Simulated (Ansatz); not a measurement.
`[NH2][GeH2][F]` + `[NH2][GeH3]` → `[F][GeH2][NH][GeH3]` + NH₃  (ligand exchange at a Ge–N bond)

Gas-phase electronic energies from Ansatz, PBE0-D4/def2-TZVP geometries. CCSD(T)/CBS adds triple-zeta CCSD(T) − MP2 to the extrapolated MP2 energy (def2 sets, frozen cores). This one scheme is used for every species. Functionals use def2-TZVPP. B3LYP here is the variant with VWN-RPA as its local correlation; programs differ in this. For Ge outer-core shells are correlated without core-valence functions, which leaves a few kJ/mol of doubt a bond. Scalar relativity is left out up to krypton. Each species was taken in one conformer, which may not be the lowest.

```json
{"level": "LDA (SPW92)", "ΔE (kcal/mol)": "-1.7", "difference from CCSD(T)/CBS": "1.7"}
{"level": "PBE-D4", "ΔE (kcal/mol)": "-2.1", "difference from CCSD(T)/CBS": "1.3"}
{"level": "BLYP-D4", "ΔE (kcal/mol)": "-2.4", "difference from CCSD(T)/CBS": "1.0"}
{"level": "r2SCANh-D4", "ΔE (kcal/mol)": "-2.3", "difference from CCSD(T)/CBS": "1.1"}
{"level": "BHLYP-D4", "ΔE (kcal/mol)": "-3.1", "difference from CCSD(T)/CBS": "0.3"}
{"level": "ωB97M-V", "ΔE (kcal/mol)": "-2.4", "difference from CCSD(T)/CBS": "1.0"}
{"level": "BLYP", "ΔE (kcal/mol)": "-0.9", "difference from CCSD(T)/CBS": "2.5"}
{"level": "PBE0", "ΔE (kcal/mol)": "-1.6", "difference from CCSD(T)/CBS": "1.8"}
{"level": "B3LYP", "ΔE (kcal/mol)": "-1.3", "difference from CCSD(T)/CBS": "2.1"}
{"level": "r2SCANh", "ΔE (kcal/mol)": "-2.0", "difference from CCSD(T)/CBS": "1.4"}
{"level": "MP2/def2-SVP", "ΔE (kcal/mol)": "-3.7", "difference from CCSD(T)/CBS": "-0.3"}
{"level": "SCS-MP2/def2-TZVPP", "ΔE (kcal/mol)": "-3.3", "difference from CCSD(T)/CBS": "0.1"}
{"level": "CCSD/def2-TZVPP", "ΔE (kcal/mol)": "-3.2", "difference from CCSD(T)/CBS": "0.2"}
{"level": "HF/def2-QZVPP", "ΔE (kcal/mol)": "-2.0", "difference from CCSD(T)/CBS": "1.4"}
{"level": "HF/CBS(def2)", "ΔE (kcal/mol)": "-2.0", "difference from CCSD(T)/CBS": "1.4"}
{"level": "MP2/CBS(def2)", "ΔE (kcal/mol)": "-3.6", "difference from CCSD(T)/CBS": "-0.2"}
{"level": "CCSD(T)/CBS", "ΔE (kcal/mol)": "-3.4", "difference from CCSD(T)/CBS": "0"}
```

**Question.** What do rigid-rotor, harmonic-oscillator terms from PBE0-D4/def2-TZVP frequencies (298.15 K, 1 bar) make of the CCSD(T)/CBS value? (An estimate is asked.)

**Answer.** Computed: ΔZPE = -0.5 kcal/mol, ΔH = -3.2 kcal/mol, ΔS = -9 J/(mol·K), ΔG = -2.6 kcal/mol. Modes under 50 cm⁻¹ make the entropy rough.

Largest T1 diagnostic among the species: 0.012.

Leaving LDA and LC-ωPBE aside and taking each functional with its dispersion term where it has one, the values spread over 1.1 kcal/mol, from BHLYP-D4 to PBE-D4. The D4 term adds −1.3 kcal/mol with B3LYP and −0.8 kcal/mol with PBE0; it sums over pairs of atoms, weighted by their polarisabilities, and B3LYP, whose exchange is more repulsive, gets the larger term. From BLYP to BHLYP (50 % exact exchange), in def2-TZVPP and without D4, ΔE moves by −0.8 kcal/mol.
